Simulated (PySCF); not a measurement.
Silole, C4H6Si, SMILES C1C=C[SiH2]C=1, B3LYP/def2-SVP optimised geometry.

```
11

C      1.08     0.02     0.00
C      0.69    -1.28     0.00
Si    -1.19    -1.28     0.00
C     -1.27     0.60     0.00
C      0.01     1.04     0.00
H      2.13     0.33     0.00
H      1.40    -2.11     0.00
H     -1.80    -1.91     1.21
H     -1.80    -1.91    -1.21
H     -2.13     1.28     0.00
H      0.28     2.11     0.00
```

Density from B3LYP/def2-TZVP in PySCF at that geometry.

Minimum of the electron density along straight lines between bonded atoms, close to the bond critical point (lines longer than 1.1 times the sum of covalent radii, or with two minima, are not listed):

```tsv
bond	length / Å	ρ at the minimum / e bohr⁻³	∇²ρ there / e bohr⁻⁵	position (fraction from the first atom)
C1–C2	1.353	0.339	-1.00	0.51
C2–Si3	1.882	0.119	0.18	0.61
Si3–C4	1.882	0.119	0.18	0.39
C1–C5	1.487	0.270	-0.73	0.50
C4–C5	1.353	0.339	-1.00	0.49
C1–H6	1.096	0.280	-0.98	0.65
C2–H7	1.092	0.277	-0.96	0.65
Si3–H8	1.494	0.119	0.14	0.49
Si3–H9	1.494	0.119	0.14	0.49
C4–H10	1.092	0.277	-0.96	0.65
C5–H11	1.096	0.280	-0.98	0.65
```
